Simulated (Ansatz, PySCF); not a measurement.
Reaction (SMILES): [Si]=S + 3 [H][H] (H2) → S (H2S) + [SiH4] (SiH4)
Structures are relaxed separately at B3LYP-D3(BJ)/def2-TZVP in Ansatz (an electronic-structure program).

Quantity: energy of full hydrogenation (electronic energy difference), in eV. Correlated levels leave the core frozen unless marked. Spin-orbit coupling is left out. No relativistic terms. CBS marks a two-point X^-3 extrapolation of the correlation energy; Hartree-Fock from the larger set.

CCSD(T)/CBS(def2-TZVPPD,def2-QZVPPD) (Ansatz) gives -1.45 eV.

Question: Another calculation gave -1.37 eV. Which level was it?
A. r2SCANh/def2-TZVPD (Ansatz)
B. M06-L/def2-TZVPD (PySCF)
C. BLYP/def2-TZVPD (Ansatz)
D. B2PLYP/def2-TZVPD (Ansatz)

Answer: D, B2PLYP/def2-TZVPD (Ansatz). The others give -1.11 (BLYP), -2.04 (M06-L), -1.63 (r2SCANh) eV.
